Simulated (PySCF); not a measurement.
## Unknown compound

The spectra below were simulated for a compound C₄H₁₄OSi₃.

1H NMR (300 MHz, computed): δ 6.61 (m, 1H), 6.44 (m, 1H), 6.08 (m, 1H), 5.63 (d, 2H), 5.26 (d, 2H), 4.50 (m, 1H), 0.17 (d, 6H).

13C{1H} NMR (computed): δ 146.9 (CH), 141.6 (CH2), -5.3 (CH3).

[PySCF 2.14: coordinates at the GFN2-xTB level; shieldings: GIAO PBE0/pcSseg-1; single conformer; no relativistic terms; rapidly exchanging positions averaged; no solvent]

Chemical shifts δ = σref − σ; 1H (σ = 31.72 ppm), 13C (σ = 186.93 ppm) vs TMS, all at this level.

Problem. Propose a structure and justify it.

Solution. 
Rings plus π bonds: 1 (no ring in the answer). 3 carbon signals for 4 carbons: some carbons are equivalent by symmetry or fast rotation. Carbon types of the structure: 1 × CH, 1 × CH2, 2 × CH3, leaving 5 H on heteroatoms. δC 146.9: alkene CH; as expected for a trigonal carbon in a double bond. δC 141.6: terminal =CH2 carbon; the olefinic region. δC -5.3: methyl carbon bonded to Si; an electropositive neighbour leaves it electron-rich and shielded. δH 6.61: hydrogen on an alkene CH; attached to an sp2 carbon and in the plane of the double bond. δH 6.44, 6.08: hydrogen on a terminal =CH2 carbon; olefinic region. δH 5.26: hydrogen on a silicon bonded to C, O. δH 0.17: hydrogen on a methyl carbon bonded to Si; an electropositive neighbour shields it, as in TMS itself.

Structure: SMILES C=C[SiH2]O[SiH2][SiH](C)C.

This is the structure that produced the data.

Shifts are as computed. Against solution values, carbons near 30 ppm lie about +3 ppm off and those near 130 ppm about +5 ppm. Of 1211 compounds with measured shifts, 218 miss one by over three times the rms of a fit or turn the order of signals round; such compounds aren't used in these exercises. No couplings were computed; multiplicities are counted from neighbouring protons, with m where these are inequivalent, close in shift, in a saturated or five-membered ring or joined by F or P, and br s for small geminal =CH2 splittings.
